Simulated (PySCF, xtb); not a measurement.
C₃H₆BNO, SMILES CB(C)OC#N.

GFN2-xTB (xtb 6.7.1) at its own geometry gives an orbital gap of 4.80 eV and a dipole moment of 4.15 D.

Coordinates come from a B3LYP-D3(BJ)/def2-SVP optimisation. This is a generated structure with no PubChem entry under its InChIKey; it may be hypothetical. The values are those of a single conformer.

**Question.** What does M06-2X/def2-TZVP (PySCF) give? (Estimate from the structure and the level; the computed values follow.)

**Answer.** gap 10.47 eV (levels -10.38 and 0.09 eV), dipole 4.31 D.
